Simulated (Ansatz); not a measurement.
Pulling on the C2–H3 bond in CH4BeSe (SMILES [CH3][Be][SeH]) (multiplicity 1 held, fragments rigid). Energies count from the point at 1.094 Å.
Geometry at that point (charge 0, multiplicity 1):
```tsv
atom	x (Å)	y (Å)	z (Å)
Be	0.8409	-0.7609	-0.2140
C	2.0634	-1.8575	-0.5382
H	1.6877	-2.8828	-0.6105
H	2.8397	-1.8492	0.2329
H	2.5574	-1.6324	-1.4895
Se	-0.6419	0.6072	0.1344
H	-1.0024	-0.0909	1.3817
```

Unrestricted levels (U-) break spin symmetry where that is lower. Active spaces are followed from a long bond inwards. Levels need not reach the same state.

Cores are frozen in the correlated methods. Filled d and f shells under p-block atoms count as core.

The values were computed with Ansatz (a first-principles code). Each number belongs to the level named beside it.

Problem. Predict the energy at R = 3.502 Å from U-CCSD(T)/cc-pVTZ.

Solution. 469 kJ/mol

Problem. Give the energy at R = 3.502 Å at the level FIC-MRCISD+Q on CASSCF(2,2)/cc-pVTZ.

Solution. 464 kJ/mol

Doubts at one or more of the structures used: a spin-contaminated determinant (U-CCSD(T)/cc-pVTZ).
